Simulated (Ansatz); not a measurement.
A set of 12 reactions (atomization), with CCSD(T)/CBS values in kJ/mol:

```csv
reaction,ΔE
`C[Te]CO` → 2 C• + 6 H• + O• + Te•,3501.9
`[SiH3][O][Ga][Cl]`• → Cl• + Ga• + 3 H• + O• + Si•,2126.4
`O[Si]1(Cl)N[SiH2]N1` → Cl• + 5 H• + 2 N• + O• + 2 Si•,4136.8
`O=CO[SiH2][NH][AlH2]` → Al• + C• + 6 H• + N• + 2 O• + Si•,4430.7
`CC#[N+][BH-](C)C` → B• + 4 C• + 10 H• + N•,6351.5
`CN([SiH3])C=O` → 2 C• + 7 H• + N• + O• + Si•,4506.9
`C#COC(=O)C=C` → 5 C• + 4 H• + 2 O•,5056.3
`[CH3][In][I]`• → C• + 3 H• + I• + In•,1730.3
`C(=C\c1ccccc1)/c1ccccc1` → 14 C• + 12 H•,12787.5
`[NH2][GeH2][S]`• → Ge• + 4 H• + N• + S•,1962.3
`NC[SiH](O)F` → C• + F• + 6 H• + N• + O• + Si•,4170.2
`O[SiH]1OC[SiH2]1` → C• + 6 H• + 2 O• + 2 Si•,4011.2
```

Computed with Ansatz on PBE0-D4/def2-TZVP structures; ΔE is electronic, products minus reactants. CBS: MP2 limit from def2 TZ/QZ plus the TZ coupled-cluster correction, frozen cores. This one scheme is used for every species, atoms too. For atomizations the MP2-based limit and the directly extrapolated one differ by several kJ/mol either way, and by 10 to 25 for some Ge, Se and Sn compounds, so smaller differences from it don't rank the levels. DFT in def2-TZVPP. B3LYP here is the variant with VWN-RPA as its local correlation; programs differ in this. No spin–orbit coupling; open shells (•) take unrestricted orbitals. Spin–orbit coupling would lower the free atoms: a little for Al, B, C, Cl, F, O, S, Si; clearly for Ga, Ge; strongly for I, In, Te. def2 core potentials past Kr. For Ga, Ge, I, In, Te outer-core shells are correlated without core-valence functions, so the limit isn't a true one: a few kJ/mol of doubt a bond, and 10 to 20 or more in all where bonds break to atoms. Scalar relativity is left out up to krypton. Each species was taken in one conformer, which may not be the lowest.

Give the mean, mean absolute and largest difference (level minus CCSD(T)/CBS, kJ/mol) for: PBE-D4, r2SCAN-D4, PBE0-D4, B3LYP-D4, PBE, r2SCAN, B3LYP, MP2/def2-TZVPP, SCS-MP2/def2-TZVPP, CCSD/def2-TZVPP, CCSD(T)/def2-TZVPP, HF/def2-QZVPP, SCS-MP2/def2-QZVPP, HF/CBS(def2). (An estimate is asked.)

The calculation gave: 
```csv
level,mean,mean absolute,largest
PBE-D4,112.8,113.9,552.7
r2SCAN-D4,17.5,30.3,163.3
PBE0-D4,17.3,57.0,298.1
B3LYP-D4,0.6,28.4,87.5
PBE,85.9,89.6,471.3
r2SCAN,10.7,29.1,141.0
B3LYP,-42.8,43.2,-86.9
MP2/def2-TZVPP,-24.3,48.1,94.4
SCS-MP2/def2-TZVPP,-59.3,59.3,-117.2
CCSD/def2-TZVPP,-203.1,203.1,-541.1
CCSD(T)/def2-TZVPP,-124.2,124.2,-290.7
HF/def2-QZVPP,-1274.5,1274.5,-3236.4
SCS-MP2/def2-QZVPP,23.9,29.2,73.4
HF/CBS(def2),-1273.4,1273.4,-3234.8
```

The largest T1 diagnostic in the set is 0.018, for Al• (customary mark 0.045).

CCSD(T)/CBS is a level of theory with its own doubt, and the functionals carry their triple-zeta basis error, so these figures describe this set and don't rank the functionals.
